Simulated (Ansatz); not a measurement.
C2HBF2, SMILES `C#CB(F)F`. The species carries charge 0 and has multiplicity 1.

```xyz
6

C     1.573    0.273    0.219
C     0.398    0.069    0.056
B    -1.086   -0.188   -0.151
F    -1.911   -0.267    0.871
F    -1.588   -0.340   -1.358
H     2.614    0.453    0.364
```

What are the harmonic wavenumbers in cm⁻¹ at PBE0-D4/def2-TZVP (Ansatz, finite differences of forces, unscaled)? (Best estimate.)

The calculation gave: 165, 215, 446, 503, 674, 718, 745, 772, 1323, 1431, 2213, 3467.

Is this a minimum?

Yes, all 12 modes are real.

Give the ideal-gas thermochemistry at 298.15 K and 1 bar (rigid rotor, harmonic oscillator; point group C2v, symmetry number 2).

Zero-point energy 75.8 kJ/mol; H(298) − E = 91.2 kJ/mol; entropy 293.3 J/(mol·K), of which translation 162.5, rotation 101.1, vibration 29.7; G(298) − E = 3.7 kJ/mol.

And at 400, 500, 600, 800 and 1000 K?


```tsv
T (K)	H − E (kJ/mol)	S (J/mol/K)	G − E (kJ/mol)
400	99.3	316.6	-27.4
500	108.2	336.4	-60.0
600	117.8	353.9	-94.6
800	138.5	383.7	-168.4
1000	160.7	408.4	-247.7
```
